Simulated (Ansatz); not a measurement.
C₃H₆Zn at its PBE0-D4/def2-TZVP geometry, where that method's forces vanish. Charge 0, multiplicity 1. The bonds changed during the relaxation, so this is another structure than the one it started from.

```xyz
10

C     0.5343   -1.0328    0.3481
C     0.4626    0.4528    0.2868
C    -0.6536    1.1653    0.3603
Zn   -1.1808   -0.2174   -3.0272
H     0.9628   -1.4409   -0.5739
H     1.1816   -1.3630    1.1664
H    -0.4533   -1.4759    0.4893
H     1.4091    0.9753    0.1612
H    -0.6415    2.2474    0.3026
H    -1.6212    0.6892    0.4865
```

(1) What forces (eV/Å) does PBE-D4/def2-TZVPP give on these atoms in Ansatz 0.2.0? (Best estimate.)

## Answers

(1) The calculation gave: 
```
C1   0.000  0.044  0.000
C2   0.280 -0.227 -0.013
C3  -0.303  0.224  0.013
Zn4  0.005  0.002  0.016
H5   0.091 -0.099 -0.182
H6   0.138 -0.085  0.157
H7  -0.198 -0.099  0.026
H8   0.212  0.106 -0.028
H9  -0.015  0.228 -0.012
H10 -0.211 -0.093  0.025
```
